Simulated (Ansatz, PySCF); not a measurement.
diboron tetrafluoride cation (B₂F₄), SMILES FB(F)B(F)F (connectivity only; charge and spin as stated), charge +1, multiplicity 2. Atoms are numbered in the order given.

```xyz
6

F      0.8388    -1.4654     0.8384
B      0.0005    -1.0169    -0.0001
F     -0.8374    -1.4660    -0.8388
B     -0.0005     1.0169     0.0001
F      0.8380     1.4661    -0.8378
F     -0.8394     1.4652     0.8381
```
Charge +1, spin multiplicity 2.

Coordinates come from a PBE0-D3(BJ)/def2-SVP optimisation. The spin state was assumed, not searched. The values are those of a single conformer.

Two levels are set side by side: PBE-D3(BJ)/def2-SVP (Ansatz, a first-principles code) and PBE0-D3(BJ)/def2-SVP (PySCF). Each level has its own optimised geometry; the coordinates shown are those of the second. Frequencies come from the Hessian of PySCF at each geometry. Differences are taken from unrounded values.

```csv
quantity,PBE0-D3(BJ),PBE-D3(BJ),PBE-D3(BJ) minus PBE0-D3(BJ)
mean bond length (Å),1.268,1.283,0.015
bond F1–B2 (Å),1.268,1.283,0.015
bond B2–F3 (Å),1.268,1.283,0.015
bond B4–F5 (Å),1.268,1.283,0.015
bond B4–F6 (Å),1.268,1.283,0.015
highest harmonic wavenumber (cm⁻¹),1751,1660,-92
mean harmonic wavenumber (cm⁻¹),689,660,-30
zero-point energy (kcal/mol),11.83,11.31,-0.51
```

GGA bonds tend to be longer and softer than those of functionals with exact exchange. Differences between two approximate levels are no errors against the true value.
